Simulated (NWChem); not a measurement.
Species: SnNH5; SMILES [NH2][SnH3]

Program: NWChem. def2 effective core potentials on Sn; no spin-orbit coupling. Each level has its own optimisation; frequencies are unscaled.

For level LDA (Slater exchange, VWN5)/def2-SVP (core potentials):

| Property | Result |
|---|---|
| highest harmonic frequency (cm⁻¹) | 3536 |

Question: Estimate the same quantities for level PBE0/def2-SVP (core potentials).

Answer: The highest harmonic frequency (cm⁻¹) is 3646.
